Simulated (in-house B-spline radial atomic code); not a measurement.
## Ionising the ytterbium ion Yb²⁺ with different functionals

Computed with a radial B-spline atomic code at the basis-set limit: four-component Dirac-Coulomb Hamiltonian, Fermi nucleus of rms radius 5.3108 fm, spin-restricted, spherical fractional occupations for the functionals, and exact exchange of hybrids averaged over the configuration. The ionisation energy is the difference of two self-consistent energies, [Xe] 4f14 → [Xe] 4f13, without Breit or QED terms; ε is the level of the shell that loses the electron (mean over j). The electron is taken from both j subshells in proportion to 2j + 1, so the result is a j average, not the step between ground levels.

| method | rung | ΔSCF (eV) | -ε(4f) (eV) |
| --- | --- | --- | --- |
| BHandHLYP | global hybrid | ? | ? |
| PBE0 | global hybrid | 25.35 | 20.36 |
| CAM-B3LYP | range-separated hybrid | 25.53 | 21.81 |
| LC-wPBE | range-separated hybrid | ? | ? |

What does LC-wPBE give?

ΔSCF 25.99 eV, and -ε(4f) = 22.68 eV.

What does BHandHLYP give?

ΔSCF 24.10 eV, and -ε(4f) = 23.13 eV.

Among the functionals, which spreads more, the ΔSCF values or the orbital energies?

The orbital energies: ΔSCF values span about 1.89 eV and the orbital energies 2.76 eV.

How do they compare with the NIST value?

NIST lists 25.05 eV ± 0.025 (semi-empirical, ground level to ground level). Errors run from -0.95 to +0.94 eV; PBE0 is closest (+0.30 eV), but part of that can be cancellation, since the calculations leave out Breit-QED terms, spin polarisation, the choice among j levels, multiplet and fine-structure energies.
